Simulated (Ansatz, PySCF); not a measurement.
This triplet is an excited state, 1.46 eV above the relaxed singlet at the level frozen-core CCSD(T)/cc-pVTZ // B3LYP-D3(BJ)/def2-TZVP (Ansatz, a program for electronic structure).

B3LYP has the VWN-RPA correlation part, as in Gaussian. 

Cartesian coordinates (Å):
SMILES: O=[CH][Ge][OH]
```xyz
6

O     -2.3588    -0.5427     0.1499
C     -1.2446    -0.1092     0.0360
Ge     0.5582    -1.0420     0.2506
O      1.5352     0.4458    -0.1177
H     -0.9782     0.9349    -0.2197
H      2.4881     0.3132    -0.0991
```
Charge 0, spin multiplicity 3.

Q: Give the dipole moment, highest occupied spin orbital and total energy at the level B3LYP-D3(BJ)/def2-TZVP (PySCF).

A: 
| Item | Result |
|---|---|
| dipole moment | 2.29 D |
| highest occupied spin orbital | -5.05 eV |
| total energy | -2266.8404 Ha |
